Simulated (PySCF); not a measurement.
The vertical singlet excitations below were computed for one of the candidates. Level of theory: TDDFT PBE0/def2-SVPD, vertical, gas phase, core orbitals frozen in the response (PySCF). Geometries: GFN2-xTB, one conformer each.

```json
{"state": "S1", "E (eV)": "5.27", "f": "0.0003", "main configurations (H = HOMO, L = LUMO)": "H-1→L (92%)"}
{"state": "S2", "E (eV)": "6.53", "f": "0.311", "main configurations (H = HOMO, L = LUMO)": "H→L (69%), H-2→L (25%)"}
{"state": "S3", "E (eV)": "6.85", "f": "0.168", "main configurations (H = HOMO, L = LUMO)": "H-2→L (71%), H→L (21%)"}
{"state": "S4", "E (eV)": "7.31", "f": "0.0015", "main configurations (H = HOMO, L = LUMO)": "H-3→L (91%)"}
{"state": "S5", "E (eV)": "7.58", "f": "0.017", "main configurations (H = HOMO, L = LUMO)": "H→L+1 (89%)"}
{"state": "S6", "E (eV)": "7.91", "f": "0.018", "main configurations (H = HOMO, L = LUMO)": "H-1→L+1 (93%)"}
{"state": "S7", "E (eV)": "8.25", "f": "0.0012", "main configurations (H = HOMO, L = LUMO)": "H-4→L (81%)"}
{"state": "S8", "E (eV)": "8.38", "f": "0.0061", "main configurations (H = HOMO, L = LUMO)": "H-2→L+1 (54%), H-1→L+2 (18%), H→L+2 (8%)"}
```

Triplets computed (Tamm–Dancoff): 4.16, 4.82, 5.49 eV.

Question: Which structure fits? All have the formula C5H6F2O2.
A. `O=C1CCO[C@H]1C(F)F`
B. `FC(F)O[C@H]1C=COC1`
C. `CCOC(=O)C=C(F)F`

Answer: C. Its S1 lies at 5.27 eV; the nearest of the others has S1 at 6.26 eV. S1 is HOMO-1→LUMO (92%). Löwdin shares by element: HOMO carbon 60% or more, oxygen 10% or more, fluorine 9% or more (atoms not listed hold the other 21%); LUMO carbon 60% or more, oxygen 17% or more (atoms not listed hold the other 23%). At the same level the other candidates give, for their lowest levels:
- `O=C1CCO[C@H]1C(F)F`: 4.21 eV (f 0.001); 5.87 eV (f 0.009); 7.05 eV (f 0.004); 7.61 eV (f 0.018); 7.63 eV (f 0.016); T1 3.64 eV; HOMO -7.60, LUMO -1.24 eV
- `FC(F)O[C@H]1C=COC1`: 6.26 eV (f 0.150); 6.40 eV (f 0.043); 7.19 eV (f 0.002); 7.25 eV (f 0.008); 7.40 eV (f 0.002); T1 4.11 eV; HOMO -6.87, LUMO 0.15 eV

Conformer computed: `[CH3:1][CH2:2][O:3][C:4](=[O:5])[CH:6]=[C:7]([F:8])[F:9]`: C1–C2–O3–C4 -81°, C2–O3–C4–O5 -1°, O3–C4–C6–C7 -3°.
